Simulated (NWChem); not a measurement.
System: BH$_{2}$, doublet; SMILES [BH2]

NWChem input:

```
start job
memory heap 200 mb stack 900 mb global 1100 mb
geometry units angstroms noautosym nocenter noautoz
  B      0.000000     0.000000     0.157040
  H      1.071653     0.000000    -0.367105
  H     -1.071653     0.000000    -0.367105
end
basis spherical
  B library iglo-ii
  H library iglo-ii
end
dft
  odft
  mult 2
  xc pbe0
  iterations 150
end
property
  hyperfine
end
task dft property
```

Excerpt of the output:

```
             Northwest Computational Chemistry Package (NWChem) 7.3.0
             --------------------------------------------------------

                             Geometry "geometry" -> ""
                             -------------------------

 Output coordinates in angstroms (scale by  1.889725989 to convert to a.u.)

  No.       Tag          Charge          X              Y              Z
 ---- ---------------- ---------- -------------- -------------- --------------
    1 B                    5.0000     0.00000000     0.00000000     0.15704000
    2 H                    1.0000     1.07165300     0.00000000    -0.36710500
    3 H                    1.0000    -1.07165300     0.00000000    -0.36710500

 Effective nuclear repulsion energy (a.u.)       4.6827089243

                              NWChem Property Module
                              ----------------------

  itol2e modified to match energy
  convergence criterion.

                                 NWChem DFT Module
                                 -----------------

 Summary of "ao basis" -> "ao basis" (spherical)
 ------------------------------------------------------------------------------
       Tag                 Description            Shells   Functions and Types
 ---------------- ------------------------------  ------  ---------------------
 B                          iglo-ii                 10       22   5s4p1d
 H                          iglo-ii                  4        6   3s1p

  itol2e modified to match energy
  convergence criterion.

            General Information
            -------------------
          SCF calculation type: DFT
          Wavefunction type:  spin polarized.
          No. of atoms     :     3
          No. of electrons :     7
           Alpha electrons :     4
            Beta electrons :     3
          Charge           :     0
          Spin multiplicity:     2
          Use of symmetry is: off; symmetry adaption is: off
          Maximum number of iterations: 150
          AO basis - number of functions:    34
                     number of shells:    18
          Convergence on energy requested:  1.00D-07
          Convergence on density requested:  1.00D-05
          Convergence on gradient requested:  5.00D-04

              XC Information
              --------------
                         PBE0 Method XC Functional
                     Hartree-Fock (Exact) Exchange  0.250
          PerdewBurkeErnzerhof Exchange Functional  0.750
            Perdew 1991 LDA Correlation Functional  1.000 local
           PerdewBurkeErnz. Correlation Functional  1.000 non-local

             Grid Information
             ----------------
          Grid used for XC integration:  fine
          Radial quadrature: Mura-Knowles
          Angular quadrature: Lebedev.
          Tag              B.-S. Rad. Rad. Pts. Rad. Cut. Ang. Pts.
          ---              ---------- --------- --------- ---------
          B                   0.85       70           7.0       590
          H                   0.35       60           8.0       590
          Grid pruning is: on
          Number of quadrature shells:   190
          Spatial weights used:  Erf1

      Superposition of Atomic Density Guess
      -------------------------------------

 Sum of atomic energies:         -25.53277547

      Non-variational initial energy
      ------------------------------

 Total energy =     -25.605436
 1-e energy   =     -42.364179
 2-e energy   =      12.076035
 HOMO         =      -0.092686
 LUMO         =      -0.034694

   convergence    iter        energy       DeltaE   RMS-Dens  Diis-err
 ---------------- ----- ----------------- --------- --------- ---------
 d= 0,ls=0.0,diis     1    -25.8689538673 -3.06D+01  7.62D-03  3.37D-02
                                                     3.12D-03  2.68D-02
 d= 0,ls=0.0,diis     2    -25.8896859379 -2.07D-02  1.60D-03  3.85D-03
                                                     1.70D-03  4.06D-03
 d= 0,ls=0.0,diis     3    -25.8924777963 -2.79D-03  7.29D-04  5.14D-04
                                                     1.86D-04  2.11D-04
 d= 0,ls=0.0,diis     4    -25.8927830989 -3.05D-04  1.29D-04  2.97D-06
                                                     1.17D-04  1.04D-05
 d= 0,ls=0.0,diis     5    -25.8927959809 -1.29D-05  4.95D-05  9.46D-07
                                                     3.70D-05  5.64D-07
  Resetting Diis
 d= 0,ls=0.0,diis     6    -25.8927972498 -1.27D-06  6.47D-06  2.86D-08
                                                     7.53D-06  3.94D-08
 d= 0,ls=0.0,diis     7    -25.8927972943 -4.45D-08  1.27D-06  1.52D-09
                                                     6.64D-07  8.50D-10

         Total DFT energy =      -25.892797294322
      One electron energy =      -42.933289349195
           Coulomb energy =       17.034435520680
    Exchange-Corr. energy =       -4.676652390116
 Nuclear repulsion energy =        4.682708924309

 Numeric. integr. density =        7.000000033605

                    DFT Final Alpha Molecular Orbital Analysis
                    ------------------------------------------

 Vector    2  Occ=1.000000D+00  E=-5.251064D-01
              MO Center=  5.3D-10, -6.5D-11, -1.4D-01, r^2= 1.3D+00
   Bfn.  Coefficient  Atom+Function         Bfn.  Coefficient  Atom+Function
  ----- ------------  ---------------      ----- ------------  ---------------
     4      0.443154  1 B  s                  5      0.288249  1 B  s
    24      0.171855  2 H  s                 30      0.171855  3 H  s
     2     -0.144248  1 B  s                 23      0.113587  2 H  s
    29      0.113587  3 H  s                  1     -0.106504  1 B  s
     3     -0.049657  1 B  s                 11     -0.041434  1 B  pz

 Vector    3  Occ=1.000000D+00  E=-3.883500D-01
              MO Center= -5.9D-11, -1.8D-10, -1.4D-01, r^2= 1.6D+00
   Bfn.  Coefficient  Atom+Function         Bfn.  Coefficient  Atom+Function
  ----- ------------  ---------------      ----- ------------  ---------------
    12      0.248451  1 B  px                24      0.237730  2 H  s
    30     -0.237730  3 H  s                  9      0.216863  1 B  px
    23      0.149177  2 H  s                 29     -0.149177  3 H  s
    25      0.128727  2 H  s                 31     -0.128727  3 H  s
     6      0.073441  1 B  px                15      0.045765  1 B  px

 Vector    4  Occ=1.000000D+00  E=-2.278866D-01
              MO Center= -8.2D-11,  8.9D-09,  4.8D-01, r^2= 1.6D+00
   Bfn.  Coefficient  Atom+Function         Bfn.  Coefficient  Atom+Function
  ----- ------------  ---------------      ----- ------------  ---------------
    14      0.425142  1 B  pz                 5      0.377334  1 B  s
    11      0.264043  1 B  pz                17      0.243159  1 B  pz
     4      0.206756  1 B  s                 24     -0.112584  2 H  s
    30     -0.112584  3 H  s                  8      0.087999  1 B  pz
    25     -0.080136  2 H  s                 31     -0.080136  3 H  s

 Vector    5  Occ=0.000000D+00  E=-8.585532D-02
              MO Center=  9.5D-13, -9.9D-09,  1.5D-01, r^2= 2.2D+00
   Bfn.  Coefficient  Atom+Function         Bfn.  Coefficient  Atom+Function
  ----- ------------  ---------------      ----- ------------  ---------------
    16      0.451447  1 B  py                13      0.427973  1 B  py
    10      0.252327  1 B  py                 7      0.085025  1 B  py

 Vector    6  Occ=0.000000D+00  E= 9.630028D-02
              MO Center=  5.3D-08,  1.9D-09,  3.9D-02, r^2= 5.4D+00
   Bfn.  Coefficient  Atom+Function         Bfn.  Coefficient  Atom+Function
  ----- ------------  ---------------      ----- ------------  ---------------
     5      2.536680  1 B  s                 25     -1.810489  2 H  s
    31     -1.810489  3 H  s                 17     -0.936846  1 B  pz
     4      0.234103  1 B  s                 14     -0.109019  1 B  pz
     2     -0.096086  1 B  s                  1     -0.063950  1 B  s
    23     -0.057342  2 H  s                 29     -0.057342  3 H  s

 Vector    7  Occ=0.000000D+00  E= 1.203954D-01
              MO Center= -4.4D-08, -5.7D-12,  1.0D+00, r^2= 6.0D+00
   Bfn.  Coefficient  Atom+Function         Bfn.  Coefficient  Atom+Function
  ----- ------------  ---------------      ----- ------------  ---------------
    15      2.623198  1 B  px                25     -1.788360  2 H  s
    31      1.788360  3 H  s                 12     -0.231897  1 B  px
    23     -0.062400  2 H  s                 29      0.062400  3 H  s
    21     -0.042646  1 B  d  1               9     -0.032261  1 B  px

                     DFT Final Beta Molecular Orbital Analysis
                     -----------------------------------------

 Vector    1  Occ=1.000000D+00  E=-6.824277D+00
              MO Center=  1.5D-12, -1.8D-11,  1.6D-01, r^2= 4.1D-02
   Bfn.  Coefficient  Atom+Function         Bfn.  Coefficient  Atom+Function
  ----- ------------  ---------------      ----- ------------  ---------------
     1      0.530857  1 B  s                  2      0.416020  1 B  s
     3      0.160128  1 B  s

 Vector    2  Occ=1.000000D+00  E=-4.976579D-01
              MO Center=  3.7D-10, -2.1D-09, -2.1D-01, r^2= 1.3D+00
   Bfn.  Coefficient  Atom+Function         Bfn.  Coefficient  Atom+Function
  ----- ------------  ---------------      ----- ------------  ---------------
     4      0.400274  1 B  s                  5      0.239169  1 B  s
    24      0.190140  2 H  s                 30      0.190140  3 H  s
     2     -0.137757  1 B  s                 23      0.120268  2 H  s
    29      0.120268  3 H  s                  1     -0.100708  1 B  s
    14     -0.070566  1 B  pz                11     -0.068792  1 B  pz

 Vector    3  Occ=1.000000D+00  E=-3.785195D-01
              MO Center=  6.8D-11, -1.7D-10, -1.6D-01, r^2= 1.6D+00
   Bfn.  Coefficient  Atom+Function         Bfn.  Coefficient  Atom+Function
  ----- ------------  ---------------      ----- ------------  ---------------
    24      0.252053  2 H  s                 30     -0.252053  3 H  s
    12      0.222935  1 B  px                 9      0.212101  1 B  px
    23      0.150315  2 H  s                 29     -0.150315  3 H  s
    25      0.140419  2 H  s                 31     -0.140419  3 H  s
     6      0.072693  1 B  px                15      0.039419  1 B  px

 Vector    4  Occ=0.000000D+00  E=-6.128593D-02
              MO Center=  4.6D-12, -6.7D-08,  1.3D-01, r^2= 2.4D+00
   Bfn.  Coefficient  Atom+Function         Bfn.  Coefficient  Atom+Function
  ----- ------------  ---------------      ----- ------------  ---------------
    16      0.487398  1 B  py                13      0.397320  1 B  py
    10      0.246674  1 B  py                 7      0.084355  1 B  py
    27      0.029367  2 H  py                33      0.029367  3 H  py

 Vector    5  Occ=0.000000D+00  E=-5.029625D-02
              MO Center=  1.6D-09,  6.7D-08,  5.8D-01, r^2= 2.2D+00
   Bfn.  Coefficient  Atom+Function         Bfn.  Coefficient  Atom+Function
  ----- ------------  ---------------      ----- ------------  ---------------
    17      0.462185  1 B  pz                 5      0.387351  1 B  s
    14      0.289183  1 B  pz                11      0.209927  1 B  pz
     4      0.183989  1 B  s                 24     -0.110423  2 H  s
    30     -0.110423  3 H  s                  8      0.073871  1 B  pz
     2     -0.060932  1 B  s                 23     -0.044773  2 H  s

[...]

          ----------------------
          Hyperfine Interactions
          ----------------------

 Total Spin Density (Fermi Contact Term)
 ------------------ --------------------
     Atom            x         y         z       Density (a.u.)      Aiso(MHz)     Aiso(Gauss)
     1  11-B      0.00000   0.00000   0.29676       0.249006        357.165895     127.445458
     2   1-H      2.02513   0.00000  -0.69373       0.006243         27.904808       9.957113
     3   1-H     -2.02513   0.00000  -0.69373       0.006243         27.904808       9.957113

           -------------------------------------------
           Anisotropic Interaction (Spin-Dipolar Term)
           -------------------------------------------

 ------------------------------------------------------------
     Atom            x         y         z
 ------------------------------------------------------------
     1  11-B      0.00000   0.00000   0.29676

   Spin-Dipolar term (a.u.)
        xx             yy             zz             xy             xz             yz
 ------------------------------------------------------------------------------------------
      -0.236674      -0.243724       0.480397      -0.000000      -0.000000       0.000000

   Principal Comp. of -hf- tensor (au)            Anisotropic -hfcc- (MHz)               Anisotropic -hfcc- (Gauss)
 --------------------------------------------------------------------------------------------------------------------------
     -0.236674    -0.243724     0.480397     -40.522023   -41.729074    82.251096     -14.459241   -14.889946    29.349187

   Orientation of the principal axis of Hyperfine Tensor w.r.t absolute (molecular) frame
 --------------------------------------------------------------------------------------------------------------------------
      1.000000     0.000000    -0.000000
     -0.000000     1.000000     0.000000
      0.000000    -0.000000     1.000000

 ------------------------------------------------------------
     Atom            x         y         z
 ------------------------------------------------------------
     2   1-H      2.02513   0.00000  -0.69373

   Spin-Dipolar term (a.u.)
        xx             yy             zz             xy             xz             yz
 ------------------------------------------------------------------------------------------
       0.028295      -0.036304       0.008009       0.000000      -0.018104       0.000000

   Principal Comp. of -hf- tensor (au)            Anisotropic -hfcc- (MHz)               Anisotropic -hfcc- (Gauss)
 --------------------------------------------------------------------------------------------------------------------------
      0.038904    -0.036304    -0.002599      20.757071   -19.370199    -1.386872       7.406627    -6.911757    -0.494870

   Orientation of the principal axis of Hyperfine Tensor w.r.t absolute (molecular) frame
 --------------------------------------------------------------------------------------------------------------------------
      0.862783    -0.000000     0.505575
     -0.000000     1.000000     0.000000
     -0.505575    -0.000000     0.862783

 ------------------------------------------------------------
     Atom            x         y         z
 ------------------------------------------------------------
     3   1-H     -2.02513   0.00000  -0.69373

   Spin-Dipolar term (a.u.)
        xx             yy             zz             xy             xz             yz
 ------------------------------------------------------------------------------------------
       0.028295      -0.036304       0.008009      -0.000000       0.018104       0.000000

   Principal Comp. of -hf- tensor (au)            Anisotropic -hfcc- (MHz)               Anisotropic -hfcc- (Gauss)
 --------------------------------------------------------------------------------------------------------------------------
      0.038904    -0.036304    -0.002599      20.757071   -19.370199    -1.386872       7.406627    -6.911757    -0.494870

   Orientation of the principal axis of Hyperfine Tensor w.r.t absolute (molecular) frame
 --------------------------------------------------------------------------------------------------------------------------
      0.862783     0.000000    -0.505575
      0.000000     1.000000     0.000000
      0.505575    -0.000000     0.862783
```

Level: PBE0/IGLO-II, spin-unrestricted, contact and dipolar terms. In the optimisation the excess spin sits in a1 (C2v, its own frame). All runs use the structure optimised with B3LYP/6-31G* (spherical d), spin-unrestricted. No stability test was run on the SCF state.
